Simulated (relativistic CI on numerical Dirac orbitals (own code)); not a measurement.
# Energy levels of Xe²⁰⁺

Calculated at this level of theory: Dirac-Coulomb-Breit CI, separate exchange-only KLI orbitals for each configuration, QED by a radiative potential, unscaled Slater integrals (own radial code, finite nucleus).

Configurations in the expansion (outside the closed core [Ar] 3d10): 4s2 4p4, 4s 4p5, 4s2 4p3 4d, 4p6, 4s 4p4 4d, 4s2 4p3 4f, 4s 4p4 4f, 4p5 4d, 4s 4p3 4d2, 4s2 4p2 4d 4f, 4p5 4f, 4s2 4p3 5s, 4p4 4d2, 4p3 4d3, 4p3 4d2 4f, 4p3 4d2 5s. Double excitations out of closed p, d and f shells are left out; levels of such configurations are missing from the list, as are those of other unlisted configurations, and high levels can miss mixing partners.

The lowest level is 4s2 4p4 3P_2, with 76 % of that term; Hund's rules for 4s2 4p4 give 3P with J = 2, in agreement.

| No. | Configuration | Term | J | E (cm⁻¹) | % | Lifetime (s) | jj configuration (%) |
| --- | --- | --- | --- | --- | --- | --- | --- |
| 1 | 4s2 4p4 | 3P | 2 | 0 | 76 |  | 4p3/2^2 (98) |
| 2 | 4s2 4p4 | 3P | 0 | 46199 | 52 | 2.59e-01 | 4p3/2^2 (95) |
| 3 | 4s2 4p4 | 3P | 1 | 119356 | 99 | 3.03e-05 | 4p1/2 4p3/2^3 (99) |
| 4 | 4s2 4p4 | 1D | 2 | 144147 | 76 | 4.59e-05 | 4p1/2 4p3/2^3 (97) |
| 5 | 4s2 4p4 | 1S | 0 | 289215 | 51 | 7.85e-06 | 4p3/2^4 (95) |
| 6 | 4s 4p5 | 3P° | 2 | 518464 | 86 | 7.40e-11 | 4s 4p3/2^3 (86) |
| 7 | 4s 4p5 | 3P° | 1 | 562632 | 59 | 4.21e-11 | 4s 4p3/2^3 (66) |
| 8 | 4s 4p5 | 3P° | 0 | 638733 | 74 | 7.88e-11 | 4s 4p1/2 4p3/2^4 (74) |
| 9 | 4s2 4p3 4d | 3F° | 2 | 659266 | 30 | 4.86e-10 | 4p3/2 4d3/2 (88) |
| 10 | 4s2 4p3 4d | 5D° | 3 | 666939 | 40 | 9.63e-10 | 4p3/2 4d3/2 (68) |
| 11 | 4s2 4p3 4d | 5D° | 0 | 668377 | 47 | 2.17e-10 | 4p3/2 4d3/2 (79) |
| 12 | 4s2 4p3 4d | 5D° | 1 | 675534 | 48 | 7.00e-11 | 4p3/2 4d3/2 (65) |
| 13 | 4s2 4p3 4d | 5D° | 4 | 688161 | 55 | 1.28e-03 | 4p3/2 4d5/2 (86) |
| 14 | 4s 4p5 | 1P° | 1 | 693028 | 44 | 2.86e-11 | 4s 4p1/2 4p3/2^4 (48) |
| 15 | 4s2 4p3 4d | 5D° | 2 | 706082 | 41 | 4.32e-11 | 4p3/2 4d5/2 (68) |
| 16 | 4s2 4p3 4d | 3G° | 3 | 741054 | 34 | 3.55e-11 | 4p3/2 4d5/2 (39) |
| 17 | 4s2 4p3 4d | 3D° | 1 | 756730 | 75 | 7.66e-11 | 4p1/2 4p3/2^2 4d3/2 (48) |
| 18 | 4s2 4p3 4d | 3F° | 2 | 763168 | 48 | 2.82e-10 | 4p1/2 4p3/2^2 4d3/2 (90) |
| 19 | 4s2 4p3 4d | 1S° | 0 | 764043 | 59 | 5.51e-10 | 4p1/2 4p3/2^2 4d3/2 (68) |
| 20 | 4s2 4p3 4d | 3F° | 3 | 775498 | 66 | 2.71e-10 | 4p1/2 4p3/2^2 4d3/2 (73) |
| 21 | 4s2 4p3 4d | 3D° | 1 | 784182 | 77 | 2.21e-11 | 4p1/2 4p3/2^2 4d3/2 (39) |
| 22 | 4s2 4p3 4d | 3D° | 3 | 785405 | 64 | 3.20e-10 | 4p1/2 4p3/2^2 4d5/2 (81) |
| 23 | 4s2 4p3 4d | 3G° | 4 | 794199 | 60 | 5.88e-05 | 4p1/2 4p3/2^2 4d5/2 (67) |
| 24 | 4s2 4p3 4d | 3F° | 4 | 802405 | 65 | 1.09e-04 | 4p1/2 4p3/2^2 4d5/2 (47) |
| 25 | 4s2 4p3 4d | 1G° | 4 | 818837 | 50 | 2.14e-04 | 4p1/2 4p3/2^2 4d5/2 (69) |
| 26 | 4s2 4p3 4d | 3G° | 5 | 827602 | 98 | 1.90e-04 | 4p1/2 4p3/2^2 4d5/2 (98) |
| 27 | 4s2 4p3 4d | 3F° | 2 | 831715 | 44 | 5.85e-11 | 4p1/2 4p3/2^2 4d3/2 (79) |
| 28 | 4s2 4p3 4d | 3P° | 1 | 847615 | 33 | 8.02e-12 | 4p1/2 4p3/2^2 4d5/2 (51) |
| 29 | 4s2 4p3 4d | 3P° | 0 | 853130 | 56 | 2.28e-11 | 4p1/2 4p3/2^2 4d5/2 (60) |
| 30 | 4s2 4p3 4d | 3D° | 2 | 865029 | 55 | 5.84e-11 | 4p1/2 4p3/2^2 4d5/2 (89) |

Energies count from the lowest computed level; ° marks odd parity; lifetimes are radiative, by E1, M1, E2, M2, E3 decay to levels of this space only. Filled j subshells are mostly left out of the jj labels.

The mean weight of the leading LS term, summed over parents, in these 30 levels is 59 %, and that of the leading jj configuration (from the same eigenvectors) 74 %, so jj coupling describes them better and the LS labels are nominal.

At this charge energies of transitions that change n are usually good to better than 1 %, and those within a shell (Δn = 0) to a few per cent.

LS names give the leading component of a level, which can be under half, so a name can repeat, a term be missing and a line seem to break the LS rules.
